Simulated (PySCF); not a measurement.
## Radial density of Ca (calcium, neutral)

UHF, [Ar] 4s1 4p1, high-spin 3P determinant (an excited configuration). All numbers are calculated (PySCF 2.14, scalar relativity by spin-free X2C-1e, in aug-cc-pwCVTZ-X2C (9s8p6d3f, 84 functions)).

```csv
r (bohr),4πr²ρ (e/bohr),4πr²(ρα − ρβ)
0.00107,0.09449,0.0000
0.00180,0.2478,0.0001
0.00303,0.6392,0.0002
0.00509,1.600,0.0005
0.00857,3.802,0.0012
0.0144,8.267,0.0026
0.0242,15.45,0.0047
0.0408,22.43,0.0061
0.0686,22.25,0.0046
0.115,17.09,0.0065
0.194,22.05,0.0240
0.326,21.71,0.0131
0.549,7.262,0.0190
0.923,7.600,0.0809
1.55,4.206,-0.0033
2.61,0.6553,0.3277
4.39,0.4809,0.4793
7.39,0.1043,0.1043
12.4,0.002038,0.0020
```

Densities and radii are taken from the X2C orbitals without a picture-change correction, which distorts them close to the nucleus.

Task: Where is the radial spin density 4πr²(ρα − ρβ) most negative, and why is it negative at all?

Result: Around r = 1.55 bohr, down to -0.0033 e/bohr: exchange with the open shell polarises the paired shells in an unrestricted calculation.
